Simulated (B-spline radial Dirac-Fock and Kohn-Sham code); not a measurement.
**Isotope-shift constants of the inner levels of Tl**

System: neutral thallium, configuration [Xe] 4f14 5d10 6s2 6p1.

Level of theory: first-order field-shift and mass-shift constants from Dirac-Fock ground and hole states with a Fermi nucleus; the mass shift has no relativistic recoil terms; a B-spline atomic structure program. A binding energy shifts by δE = F·δ⟨r²⟩ + (K_N + K_S)·δ(1/M); F is taken for a change of radius at fixed skin thickness and so holds the higher radial moments.

| level | F (meV/fm²) |
| --- | --- |
| K (1s) | -1546 |
| L1 (2s) | -234.0 |
| L2 (2p1/2) | -6.962 |
| L3 (2p3/2) | 9.055 |
| M1 (3s) | -53.72 |
| M2 (3p1/2) | -1.645 |
| M3 (3p3/2) | 2.623 |
| M4 (3d3/2) | 2.452 |
| M5 (3d5/2) | 2.315 |

The mass shift is not given and not included below: at this Z its relativistic corrections are large. It matters little for K lines but can be comparable with the field shift of L lines.

Field shifts alone in meV from A = 205 (mass 204.9744 u, rms radius 5.4759 fm); radii from Angeli and Marinova (2013).

| A | mass (u) | radius (fm) | Kα1 | Kα2 | Kβ1 | Lα1 |
| --- | --- | --- | --- | --- | --- | --- |
| 188 | 187.9760 | 5.4017 | +1254.9 | +1242.0 | +1249.8 | -5.4 |
| 192 | 191.9722 | 5.4191 | +962.2 | +952.3 | +958.2 | -4.2 |
| 194 | 193.9711 | 5.4259 | ? | ? | ? | ? |
| 195 | 194.9698 | 5.4325 | +736.1 | +728.5 | +733.1 | -3.2 |
| 196 | 195.9705 | 5.4327 | +732.7 | +725.2 | +729.7 | -3.2 |
| 199 | 198.9699 | 5.4479 | +475.6 | +470.7 | +473.6 | -2.1 |
| 201 | 200.9708 | 5.4573 | +316.2 | +312.9 | +314.9 | -1.4 |
| 203 | 202.9723 | 5.4666 | +158.2 | +156.6 | +157.6 | -0.7 |
| 204 | 203.9739 | 5.4704 | +93.6 | +92.6 | +93.2 | -0.4 |
| 208 | 207.9820 | 5.4946 | -319.0 | -315.7 | -317.7 | +1.4 |

**Question.** What are the shifts for A = 194?

**Answer.** Kα1 +847.5 meV; Kα2 +838.8 meV; Kβ1 +844.0 meV; Lα1 -3.7 meV.

Values without a named source are computed, but for edge energies of neutral atoms, which are taken from tables.
